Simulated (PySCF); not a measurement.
A calculated (UHF, PySCF 2.14, aug-cc-pVDZ-DK, the spin-free X2C one-electron Hamiltonian (Gaussian nucleus)) atom or ion has these occupied shells.

```csv
shell,electrons,orbital energy (eV),"rms radius, mean of both spins (bohr)"
1s α,1,-767.71,0.203
1s β,1,-762.78,0.203
2s α,1,-88.239,1.01
2s β,1,-70.898,1.01
2p α,3,-63.767,0.987
```

Task: Name the element and its charge.

Result: F(2+) (fluorine, charge +2), in [He] 2s2 2p3, high-spin 4S determinant.
